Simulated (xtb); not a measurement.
Job for xtb: GFN2-xTB on C2H6O (SMILES CCO), a point of a torsion scan.

```
$ xtb mol.xyz --gfn 2 --sp --chrg 0 --uhf 0
9

C     -0.94479156     0.27607258     0.05197700
C      0.41618538    -0.36114390    -0.20914041
O      1.45882812     0.49290460     0.23037184
H     -1.73432134    -0.35548683    -0.34581979
H     -0.98837460     1.24932282    -0.42834366
H     -1.10049991     0.41122194     1.11977041
H      0.47161335    -1.33744088     0.28291915
H      0.54529194    -0.51606728    -1.28828014
H      1.98449061     0.05512019     0.90312569
```

Program output:

```
[...]
           -------------------------------------------------
          |                Calculation Setup                |
           -------------------------------------------------



           -------------------------------------------------
          |                 G F N 2 - x T B                 |
           -------------------------------------------------

        Reference                      10.1021/acs.jctc.8b01176
      * Hamiltonian:
        H0-scaling (s, p, d)           1.850000    2.230000    2.230000
        zeta-weighting                 0.500000
      * Dispersion:
        s8                             2.700000
        a1                             0.520000
        a2                             5.000000
        s9                             5.000000
      * Repulsion:
        kExp                           1.500000    1.000000
        rExp                           1.000000
      * Coulomb:
        alpha                          2.000000
        third order                    shell-resolved
        anisotropic                    true
        a3                             3.000000
        a5                             4.000000
        cn-shift                       1.200000
        cn-exp                         4.000000
        max-rad                        5.000000


          ...................................................
          :                      SETUP                      :
          :.................................................:
          :  # basis functions                  18          :
          :  # atomic orbitals                  18          :
          :  # shells                           12          :
          :  # electrons                        20          :
          :  max. iterations                   250          :
          :  Hamiltonian                  GFN2-xTB          :
          :  restarted?                      false          :
          :  GBSA solvation                  false          :
          :  PC potential                    false          :
          :  electronic temp.          300.0000000     K    :
          :  accuracy                    1.0000000          :
          :  -> integral cutoff          0.2500000E+02      :
          :  -> integral neglect         0.1000000E-07      :
          :  -> SCF convergence          0.1000000E-05 Eh   :
          :  -> wf. convergence          0.1000000E-03 e    :
          :  Broyden damping             0.4000000          :
          :  net charge                          0          :
          :  unpaired electrons                  0          :
          ...................................................

 iter      E             dE          RMSdq      gap      omega  full diag
   1    -11.4908190 -0.114908E+02  0.368E+00   12.67       0.0  T
   2    -11.5113470 -0.205280E-01  0.199E+00   12.30       1.0  T
   3    -11.5118230 -0.476034E-03  0.795E-01   12.36       1.0  T
   4    -11.5120105 -0.187497E-03  0.134E-01   12.35       1.0  T
   5    -11.5120279 -0.173567E-04  0.714E-02   12.37       1.0  T
   6    -11.5120290 -0.115347E-05  0.107E-02   12.38       3.1  T
   7    -11.5120292 -0.118531E-06  0.314E-03   12.38      10.6  T
   8    -11.5120292 -0.749058E-08  0.108E-03   12.38      30.9  T
   9    -11.5120292 -0.888109E-09  0.150E-04   12.38     221.7  T
  10    -11.5120292 -0.189946E-10  0.270E-05   12.38    1233.4  T

   *** convergence criteria satisfied after 10 iterations ***

         #    Occupation            Energy/Eh            Energy/eV
      -------------------------------------------------------------
         1        2.0000           -0.6840355             -18.6136
       ...           ...                  ...                  ...
         4        2.0000           -0.5666448             -15.4192
         5        2.0000           -0.5270481             -14.3417
         6        2.0000           -0.5006716             -13.6240
         7        2.0000           -0.4801747             -13.0662
         8        2.0000           -0.4622017             -12.5771
         9        2.0000           -0.4397813             -11.9671
        10        2.0000           -0.4085539             -11.1173 (HOMO)
        11                          0.0463602               1.2615 (LUMO)
        12                          0.1219394               3.3181
        13                          0.1243055               3.3825
        14                          0.1590072               4.3268
        15                          0.1822438               4.9591
       ...                                ...                  ...
        18                          0.2968922               8.0788
      -------------------------------------------------------------
                  HL-Gap            0.4549142 Eh           12.3788 eV
             Fermi-level           -0.1810968 Eh           -4.9279 eV

 SCC (total)                   0 d,  0 h,  0 min,  0.003 sec
 SCC setup                      ...        0 min,  0.000 sec (  2.964%)
 Dispersion                     ...        0 min,  0.000 sec (  3.042%)
 classical contributions        ...        0 min,  0.000 sec (  0.777%)
 integral evaluation            ...        0 min,  0.000 sec ( 11.368%)
 iterations                     ...        0 min,  0.001 sec ( 55.060%)
 molecular gradient             ...        0 min,  0.001 sec ( 22.572%)
 printout                       ...        0 min,  0.000 sec (  3.866%)

         :::::::::::::::::::::::::::::::::::::::::::::::::::::
         ::                     SUMMARY                     ::
         :::::::::::::::::::::::::::::::::::::::::::::::::::::
         :: total energy             -11.390455334316 Eh    ::
         :: gradient norm              0.001765178891 Eh/a0 ::
         :: HOMO-LUMO gap             12.378845147024 eV    ::
         ::.................................................::
         :: SCC energy               -11.512028664898 Eh    ::
         :: -> isotropic ES            0.026077455689 Eh    ::
         :: -> anisotropic ES          0.003090184971 Eh    ::
         :: -> anisotropic XC          0.002267440656 Eh    ::
         :: -> dispersion             -0.002770454280 Eh    ::
         :: repulsion energy           0.121573330582 Eh    ::
         :: add. restraining           0.000000000000 Eh    ::
         :: total charge              -0.000000000000 e     ::
         :::::::::::::::::::::::::::::::::::::::::::::::::::::

           -------------------------------------------------
          |                Property Printout                |
           -------------------------------------------------

    * Orbital Energies and Occupations

         #    Occupation            Energy/Eh            Energy/eV
      -------------------------------------------------------------
         1        2.0000           -0.6840355             -18.6136
         2        2.0000           -0.6250721             -17.0091
         3        2.0000           -0.5830162             -15.8647
         4        2.0000           -0.5666448             -15.4192
         5        2.0000           -0.5270481             -14.3417
         6        2.0000           -0.5006716             -13.6240
         7        2.0000           -0.4801747             -13.0662
         8        2.0000           -0.4622017             -12.5771
         9        2.0000           -0.4397813             -11.9671
        10        2.0000           -0.4085539             -11.1173 (HOMO)
        11                          0.0463602               1.2615 (LUMO)
        12                          0.1219394               3.3181
        13                          0.1243055               3.3825
        14                          0.1590072               4.3268
Note: The following floating-point exceptions are signalling: IEEE_UNDERFLOW_FLAG IEEE_DENORMAL
normal termination of xtb
        15                          0.1822438               4.9591
        16                          0.2081335               5.6636
        17                          0.2547610               6.9324
        18                          0.2968922               8.0788
      -------------------------------------------------------------
                  HL-Gap            0.4549142 Eh           12.3788 eV
             Fermi-level           -0.1810968 Eh           -4.9279 eV

     #   Z          covCN         q      C6AA      α(0)
     1   6 C        3.750    -0.114    22.754     6.803
     2   6 C        3.672     0.088    19.354     6.306
     3   8 O        1.655    -0.445    21.741     6.294
     4   1 H        0.925     0.038     2.477     2.461
     5   1 H        0.925     0.055     2.253     2.348
     6   1 H        0.925     0.045     2.380     2.413
     7   1 H        0.924     0.015     2.817     2.625
     8   1 H        0.924     0.033     2.547     2.496
     9   1 H        0.805     0.286     0.765     1.374

 Mol. C6AA /au·bohr⁶  :        507.980009
 Mol. C8AA /au·bohr⁸  :      10100.274777
 Mol. α(0) /au        :         33.118841


Wiberg/Mayer (AO) data.
largest (>0.10) Wiberg bond orders for each atom

 ---------------------------------------------------------------------------
     #   Z sym  total        # sym  WBO       # sym  WBO       # sym  WBO
 ---------------------------------------------------------------------------
     1   6 C    3.995 --     2 C    1.012     6 H    0.987     5 H    0.986
                             4 H    0.986
     2   6 C    3.957 --     1 C    1.012     3 O    0.991     7 H    0.980
                             8 H    0.972
     3   8 O    1.952 --     2 C    0.991     9 H    0.908
     4   1 H    0.999 --     1 C    0.986
     5   1 H    0.997 --     1 C    0.986
     6   1 H    0.998 --     1 C    0.987
     7   1 H    1.000 --     2 C    0.980
     8   1 H    0.999 --     2 C    0.972
     9   1 H    0.918 --     3 O    0.908
 ---------------------------------------------------------------------------

Topologies differ in total number of bonds
Writing topology from bond orders to xtbtopo.mol

molecular dipole:
                 x           y           z       tot (Debye)
 q only:       -0.156      -0.432       0.203
   full:       -0.123      -0.654       0.318       1.876
molecular quadrupole (traceless):
                xx          xy          yy          xz          yz          zz
 q only:        0.512      -1.907      -1.089       1.769      -0.103       0.577
  q+dip:       -0.208      -3.054      -1.406       2.228      -0.637       1.615
   full:        0.224      -2.862      -1.466       2.507      -0.501       1.242


           -------------------------------------------------
          | TOTAL ENERGY              -11.390455334316 Eh   |
          | GRADIENT NORM               0.001765178891 Eh/α |
          | HOMO-LUMO GAP              12.378845147024 eV   |
           -------------------------------------------------

------------------------------------------------------------------------
------------------------------------------------------------------------
 total:
 SCF:
```

The run finished.

Cost: roughly 0.04 core-seconds.
